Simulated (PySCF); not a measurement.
3,3-difluorocyclobutene (C₄H₄F₂), SMILES FC1(F)C=CC1. Heavy atoms are numbered as in [F:1][C:2]1([F:3])[CH:4]=[CH:5][CH2:6]1. Hydrogens are named by the atom that carries them.

Geometry: B3LYP-D3(BJ)/def2-SVP.

The numbers are results of PBE/pcSseg-1 (PySCF), not measurements.

GIAO shieldings, no solvent; atoms alike by connectivity are averaged. δ = σ(ref) − σ: ¹⁹F against CFCl3 (σ = 133.6 ppm); ¹³C against TMS (σ = 182.0 ppm); ¹H against TMS (σ = 31.49 ppm), references at their B3LYP-D3(BJ)/def2-TZVP geometries, non-relativistic.

```
nucleus     atoms  count  δ (ppm)
-------  --------  -----  -------
¹⁹F            F1      2   -141.6
¹³C       C5 (CH)      1    152.6
¹³C       C4 (CH)      1    146.0
¹³C            C2      1    129.9
¹³C      C6 (CH2)      1     53.7
¹H        H on C5      1     7.11
¹H        H on C4      1     6.65
¹H        H on C6      2     3.39
```
